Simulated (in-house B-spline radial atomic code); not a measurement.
# Nb6+: [Ar] 3d10 4s2 (4p1/2)2 (4p3/2)2 (6p1/2)1 (an excited or competing configuration)

Level of theory: Dirac-Hartree-Fock, average of the jj configuration, Fermi nucleus of rms radius 4.324 fm; calculated with a radial B-spline atomic code at the basis-set limit.

Z_r = [3n² - l(l+1)]/(2<r>); Z_e = n√(-2ε); the last column is Slater's effective charge. Values are occupation-weighted means over j. An effective charge above Z reflects the relativistic contraction of the inner shells.

```json
{"shell": "1s", "electrons": "2", "ε (eV)": "-19203", "<r> (bohr)": "0.03608", "Z_r": "41.57", "Z_e": "37.57", "Slater": "40.70"}
{"shell": "2s", "electrons": "2", "ε (eV)": "-2847.4", "<r> (bohr)": "0.1573", "Z_r": "38.13", "Z_e": "28.93", "Slater": "36.85"}
{"shell": "2p", "electrons": "6", "ε (eV)": "-2548.2", "<r> (bohr)": "0.1376", "Z_r": "36.33", "Z_e": "27.37", "Slater": "36.85"}
{"shell": "3s", "electrons": "2", "ε (eV)": "-590.12", "<r> (bohr)": "0.4393", "Z_r": "30.73", "Z_e": "19.76", "Slater": "29.75"}
{"shell": "3p", "electrons": "6", "ε (eV)": "-489.11", "<r> (bohr)": "0.4424", "Z_r": "28.25", "Z_e": "17.99", "Slater": "29.75"}
{"shell": "3d", "electrons": "10", "ε (eV)": "-323.92", "<r> (bohr)": "0.4295", "Z_r": "24.45", "Z_e": "14.64", "Slater": "19.85"}
{"shell": "4s", "electrons": "2", "ε (eV)": "-160.57", "<r> (bohr)": "1.096", "Z_r": "21.89", "Z_e": "13.74", "Slater": "13.95"}
{"shell": "4p", "electrons": "4", "ε (eV)": "-131.65", "<r> (bohr)": "1.178", "Z_r": "19.53", "Z_e": "12.44", "Slater": "13.95"}
{"shell": "6p", "electrons": "1", "ε (eV)": "-32.888", "<r> (bohr)": "4.269", "Z_r": "12.42", "Z_e": "9.33", "Slater": "7.00"}
```

The least bound orbital is 6p1/2 at -32.89 eV, and it is also the most diffuse (<r> = 4.269 bohr).

For the 1s electron the small component carries 2.23 % of the norm, the zero-frequency Breit interaction raises the level by 35.84 eV, self-energy by 19.49 eV, and vacuum polarisation lowers it by 2.213 eV.
